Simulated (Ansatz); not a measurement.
Consider the silylene formation by 1,1-elimination: `F[SiH](F)S[SiH](Cl)Cl` → `F[Si]F` + `S[SiH](Cl)Cl`.

Gas-phase electronic energies from Ansatz, PBE0-D4/def2-TZVP geometries. CBS: MP2 limit from def2 TZ/QZ plus the TZ coupled-cluster correction, frozen cores. This one scheme is used for every species. DFT in def2-TZVPP. One conformer a species, not always the lowest.

```tsv
level	ΔE (kcal/mol)
BLYP-D4	43.4
r2SCAN	53.0
MP2/def2-SVP	49.9
CCSD/CBS(def2)	49.1
```

Problem. What does CCSD(T)/CBS give? (Estimate.)

Solution. The calculation gave: +49.7 kcal/mol. The listed levels differ from it by -6.3, 3.3, 0.2, -0.6 kcal/mol.

Largest T1 diagnostic among the species: 0.015.

From PBE to PBE0 (25 % exact exchange), in def2-TZVPP and without D4, ΔE moves by +4.5 kcal/mol. The D4 term adds +5.1 kcal/mol with B3LYP and +2.8 kcal/mol with PBE0; it sums over pairs of atoms, weighted by their polarisabilities, and B3LYP, whose exchange is more repulsive, gets the larger term.

CCSD(T)/CBS has its own doubt, a few kJ/mol and more with outer-core shells, so smaller differences from it don't rank the levels.

B3LYP here is the variant with VWN-RPA as its local correlation; programs differ in this.
